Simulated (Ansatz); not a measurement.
Consider the redistribution: `[OH][In]([Br])[Br]` + `CCB(S)Cl` → `[OH][In]([Cl])[Br]` + `CCB(S)Br`.

Isolated molecules relaxed with PBE0-D4/def2-TZVP in Ansatz; ΔE leaves out vibrations. CBS: MP2 limit from def2 TZ/QZ plus the TZ coupled-cluster correction, frozen cores. DFT in def2-TZVPP. def2 core potentials past Kr. For Br, In outer-core shells are correlated without core-valence functions, which leaves a few kJ/mol of doubt a bond. Scalar relativity is left out up to krypton. Each species was taken in one conformer, which may not be the lowest.

Q: Is it downhill or uphill in electronic energy at CCSD(T)/CBS, and by how much? (Best estimate.)

A: Computed: Uphill: ΔE = +24.9 kJ/mol.

Q: What do these levels give: LDA (SPW92), BLYP-D4, r2SCAN-D4, B97M-V, r2SCAN0-D4, BHLYP-D4, PBE, BHLYP, LC-ωPBE, HF/def2-SVP, HF/def2-TZVPP, HF/def2-QZVPP? (Best estimate.)

A: Ansatz gave: LDA (SPW92) 28.5, BLYP-D4 27.5, r2SCAN-D4 28.1, B97M-V 26.4, r2SCAN0-D4 28.8, BHLYP-D4 29.4, PBE 27.8, BHLYP 30.5, LC-ωPBE 27.7, HF/def2-SVP 33.6, HF/def2-TZVPP 31.5, HF/def2-QZVPP 31.4 kJ/mol.

Largest T1 diagnostic among the species: 0.013.

At CCSD(T), def2-SVP lies +8.5 kJ/mol from the extrapolated value and def2-TZVPP −0.2 kJ/mol. In def2-TZVPP, CCSD(T) changes the Hartree–Fock value by −6.8 kJ/mol (the triples alone add −0.7 kJ/mol) and MP2 by −7.6 kJ/mol.
